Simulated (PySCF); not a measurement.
Identify the unknown among the candidates.

All candidates are C4H13PSi2.

- 1H NMR: chemical shifts (computed TMS as zero) by class: 3.87 (2 H), 3.83 (2 H), 2.31 (1 H), 2.23 (2 H), 2.10 (1 H), 2.05 (1 H), 1.97 (2 H), 0.83 (2 H) ppm [GIAO PBE0/pcSseg-1]
- Rotational structure: rotational constants A, B, C: 4.542, 0.518, 0.490 GHz [GFN2-xTB]
- NMR, other nuclei: isotropic shieldings of nuclei other than C and H, by class: 405 (1 Si), 448 (1 Si), 625 (1 P) ppm [GIAO PBE0/pcSseg-1]
- 13C NMR: chemical shifts (computed TMS as zero) by class: 26.8 (2 C), 21.3 (1 C), 17.3 (1 C) ppm [GIAO PBE0/pcSseg-1]
- Dipole: 1.91 D [PBE0/pcSseg-1]

The electronic properties come from PySCF, for the isolated species, density fitting. Levels stand in brackets. Isolated species at its GFN2-xTB geometry (one conformer only). NMR classes are plain means over equivalent atoms (diastereotopic ones count apart unless rotation or inversion swaps them), as if these changed places fast.

Question: Which candidate is it?
A. `[H]/P=C(/[SiH3])[Si](C)(C)C`
B. `C=CCC[SiH2][SiH2]P`
C. `CC/C=C/[Si@H]([SiH3])P`
D. `P[SiH2][SiH2]C1CCC1`

Answer: D. It is `P[SiH2][SiH2]C1CCC1`. Numbering: `[PH2:1][SiH2:2][SiH2:3][CH:4]1[CH2:5][CH2:6][CH2:7]1`. 4 carbons fall into 3 classes; from least to most shielded: four-membered-ring carbon [C5/C7] (26.8 ppm, 2 C, up to 2.1 ppm apart in this geometry), four-membered-ring carbon [C6] (21.3 ppm), ring sp3 carbon bound to silicon [C4] (17.3 ppm). Hydrogen classes from least to most shielded: 2 H on an SiH2 silicon, Si3 (3.87 ppm), 2 H on an SiH2 silicon, Si2 (3.83 ppm), 1 H on a four-membered-ring carbon, C6 (2.31 ppm), 2 H on 2 four-membered-ring carbons, C5/C7 (2.23 ppm), 1 H on a four-membered-ring carbon, C6 (2.10 ppm), 1 H on an sp3 carbon bound to silicon, C4 (2.05 ppm), 2 H on 2 four-membered-ring carbons, C5/C7 (1.97 ppm), 2 H on a three-coordinate phosphorus, P1 (0.83 ppm). The other shieldings belong to: 405 ppm, SiH2 silicon [Si3]; 448 ppm, SiH2 silicon [Si2]; 625 ppm, three-coordinate phosphorus [P1]. The optimised geometry has point group C1 and is an asymmetric top.

The others, at the same levels:
- `[H]/P=C(/[SiH3])[Si](C)(C)C` fails: it has 2 carbon classes against 3; its computed 13C shifts are 247.2 (1 C), 0.9 (3 C) ppm, 1H shifts are 8.88 (1 H), 4.60 (3 H), 0.22 (9 H) ppm and rotational constant A is 1.578 GHz (against 4.542 GHz).
- `CC/C=C/[Si@H]([SiH3])P` fails: it has 4 carbon classes against 3; its computed 13C shifts are 163.2 (1 C), 130.5 (1 C), 37.1 (1 C), 16.5 (1 C) ppm, 1H shifts are 6.31 (1 H), 6.10 (1 H), 4.77 (1 H), 3.51 (3 H), 2.39 (1 H), 2.12 (1 H), 1.07 (3 H), 0.91 (2 H) ppm and rotational constant A is 1.647 GHz (against 4.542 GHz).
- `C=CCC[SiH2][SiH2]P` fails: it has 4 carbon classes against 3; its computed 13C shifts are 150.6 (1 C), 120.1 (1 C), 37.2 (1 C), 13.2 (1 C) ppm, 1H shifts are 6.21 (1 H), 5.36 (1 H), 5.23 (1 H), 4.12 (2 H), 3.98 (2 H), 1.96 (2 H), 1.12 (2 H), 0.80 (2 H) ppm and rotational constant A is 1.603 GHz (against 4.542 GHz).

Each candidate is one conformer, not necessarily the lowest. The conformers computed, where there is a choice (atom-mapped SMILES and torsion angles):
- `[PH2:1][SiH2:2][SiH2:3][CH:4]1[CH2:5][CH2:6][CH2:7]1`: P1–Si2–Si3–C4 180°, Si2–Si3–C4–C5 -170°, H–P1–Si2–Si3 46°, H–P1–Si2–Si3 -47°
- `[H]/[P:7]=[C:5](\[Si:2]([CH3:1])([CH3:3])[CH3:4])[SiH3:6]`: C1–Si2–C5–Si6 0°
- `[CH3:1][CH2:2]/[CH:3]=[CH:4]/[Si@H:5]([SiH3:6])[PH2:7]`: C1–C2–C3–C4 -123°, C3–C4–Si5–Si6 -8°, H–P7–Si5–C4 77°, H–P7–Si5–C4 170°

The conformers of `C=CCC[SiH2][SiH2]P` aren't listed.
